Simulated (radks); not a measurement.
Q: The mean radii <r> (bohr) of the occupied orbitals of an atom or ion are listed with their occupations. Calculated with a radial shooting solver on a logarithmic mesh with Libxc functionals: Dirac Kohn-Sham, PBE, spin-unpolarised, spherical densities, point nucleus.

| orbital | occ. | <r> |
|---|---|---|
| 1s1/2 | 2 | 0.05409 |
| 2s1/2 | 2 | 0.2447 |
| 2p1/2 | 2 | 0.2131 |
| 2p3/2 | 4 | 0.2163 |
| 3s1/2 | 2 | 0.7399 |
| 3p1/2 | 2 | 0.7717 |
| 3p3/2 | 4 | 0.7819 |
| 3d3/2 | 4 | 1.007 |
| 3d5/2 | 4 | 1.015 |
| 4s1/2 | 2 | 2.808 |

Name the element and its charge. Open shells, if any, fill j = l - 1/2 first.

A: Z = 28, nickel, charge 0: Ni in [Ar] 3d8 4s2. The 1s radius gives Z: for a bare nucleus <r> = (2 gamma + 1)/(2Z) with gamma = sqrt(1 - (Z/c)^2), 0.05282 bohr for Z = 28, and screening makes it slightly larger (0.05409 here). The occupations add up to 28, and the charge is Z minus that.
